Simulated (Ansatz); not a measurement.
`[CH3][SnH2][AlH2]` + H–F → `[CH3][SnH2][F]` + `[AlH3]` at 500 K and 1 bar (cleavage of the Sn–Al bond).

Program: Ansatz. Geometries: PBE0-D4/def2-TZVP. ΔE: electronic, gas phase. CBS: MP2 limit from def2 TZ/QZ plus the TZ coupled-cluster correction, frozen cores. This one scheme is used for every species. def2 core potentials past Kr. For Sn outer-core shells are correlated without core-valence functions, which leaves a few kJ/mol of doubt a bond.

```
            species  CCSD(T)/CBS energy (Eh)  H − E (kJ/mol)  S (J/(mol·K))
`[CH3][SnH2][AlH2]`               -498.27916           212.8          433.9
                H–F               -100.39570            39.4          188.7
   `[CH3][SnH2][F]`               -354.90084           172.4          371.3
           `[AlH3]`               -243.78045            68.7          232.2
```

H − E and S are ideal-gas, rigid-rotor, harmonic terms from PBE0-D4/def2-TZVP, for one conformer and one mirror image of each species. 1 Eh = 2625.50 kJ/mol, R = 8.31446 J/(mol·K).

Q: By hand: ΔE, ΔH, ΔS and ΔG.

A: ΔE = (-354.90084) + (-243.78045) − (-498.27916) − (-100.39570) = -0.00643 Eh = -16.9 kJ/mol. Δ(H − E) = 172.4 + 68.7 − 212.8 − 39.4 = -11.1, so ΔH = -28.0 kJ/mol. ΔS = 371.3 + 232.2 − 433.9 − 188.7 = -19.1 J/(mol·K). ΔG = -28.0 − 500 × (-19.1)/1000 = -18.4 kJ/mol.

Q: By hand: the equilibrium constant, and the temperature at which ΔG would vanish if ΔH and ΔS stayed fixed.

A: log₁₀ K = −ΔG/(RT ln 10) = 1.9. ΔG = 0 at ΔH/ΔS = 1466 K, though so small a ΔS makes that figure unsure.

TΔS isn't small against ΔH here. A doubt of 5 kJ/mol in ΔE shifts log₁₀ K by 0.5 here. Other conformers and mirror images would add mixing entropy, several J/(mol·K) or more a flexible species. Modes under 60 cm⁻¹, often nearly free rotors, make the harmonic entropy too high. These are equilibria of isolated gas molecules and say nothing of rates. Largest T1 diagnostic: 0.013 (customary marks: 0.02 for closed shells, 0.045 for open ones).
